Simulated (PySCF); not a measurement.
**Broadened absorption spectrum of (Cl3Sn)2NMe**

(Cl3Sn)2NMe, CH3Cl6NSn2.
Z-matrix (Å and degrees, PBE0-D3(BJ)/def2-SVP geometry), rows numbered from 1:
```
Sn
Cl  1  2.3162
Cl  1  2.3231  2  110.02
Cl  1  2.3238  2  108.93  3  -117.62
N   1  2.0170  2  108.66  3   116.01
C   5  1.4629  1  118.92  2  -149.60
Sn  5  2.0112  1  120.00  2    46.06
Cl  7  2.3237  5  107.54  1   144.73
Cl  7  2.3172  5  115.20  1   -95.68
Cl  7  2.3227  5  105.86  1    24.10
H   6  1.1032  5  113.09  1   -80.11
H   6  1.1014  5  110.12  1    41.35
H   6  1.1010  5  110.57  1   159.18
```

Method: PySCF, TDDFT CAM-B3LYP/def2-SVPD, vertical, gas phase, core orbitals frozen in the response, def2 core potentials past Kr. Spin–orbit coupling is left out. The geometry optimisation had not met its thresholds, so the values belong to a structure short of the stationary point.

Computed states:

```csv
state,E (eV),f
S1,3.98,0.017
S2,4.61,0.0034
S3,5.34,0.0003
S4,5.39,0.0041
S5,5.45,0.156
S6,5.52,0.021
S7,5.55,0.0048
S8,5.63,0.106
S9,5.68,0.026
S10,5.80,0.051
```

Broadening: Gaussians 0.3 eV wide at half height, area fixed by f = 4.319×10⁻⁹ ∫ε dν̃. The width is an assumption, not a result. The curve ends short of the highest state used, and states not computed would add to its high-energy end.

(1) What does the envelope look like, and where are its maxima?

(2) On this curve, what absorbance would a 10⁻⁴ mol/L sample give at 248 nm over a 1 cm path?

(3) Coming from long wavelengths, where does ε first pass 100 L mol⁻¹ cm⁻¹?

## Answers

(1) 
E (eV), ε (L mol⁻¹ cm⁻¹) and a bar:
```
     3.53          3 
     3.57          9 
     3.60         19 
     3.64         45 #
     3.68         99 #
     3.72        196 ##
     3.76        350 ####
     3.80        569 #######
     3.84        836 ##########
     3.88       1114 ##############
     3.92       1345 #################
     3.95       1452 ##################
     3.99       1475 ##################
     4.03       1358 #################
     4.07       1132 ##############
     4.11        856 ###########
     4.15        587 #######
     4.19        365 #####
     4.23        208 ###
     4.27        113 #
     4.31         67 #
     4.34         58 #
     4.38         70 #
     4.42        104 #
     4.46        154 ##
     4.50        211 ###
     4.54        262 ###
     4.58        296 ####
     4.62        303 ####
     4.66        281 ###
     4.70        236 ###
     4.73        194 ##
     4.77        137 ##
     4.81         88 #
     4.85         51 #
     4.89         28 
     4.93         17 
     4.97         20 
     5.01         47 #
     5.05        125 ##
     5.08        251 ###
     5.12        585 #######
     5.16       1243 ###############
     5.20       2405 ##############################
```

Maxima: 312 nm (3.98 eV), ε about 1500, made up of S1 (100%); 269 nm (4.61 eV), ε about 300, made up of S2 (100%) (ε in L mol⁻¹ cm⁻¹; maxima over ε = 5, shares over 10%). At its high-energy end, 5.20 eV, the curve is still rising (ε about 2400, from S5).

(2) 248 nm is 4.999 eV, where ε is about 37 L mol⁻¹ cm⁻¹, so A = ε c l ≈ 0.0037 (Beer–Lambert, with the gas-phase spectrum and the assumed width).

(3) At about 337 nm (3.68 eV), 0.30 eV below S1.

All these states lie below the vertical ionisation energy of 9.76 eV (ΔSCF).

Time: 7.9 min (grids of density and orbitals included); peak memory 1.9 GiB. Hardware: Arm Neoverse V2, one thread, shared host with 96 logical CPUs at a one-minute load of 46.
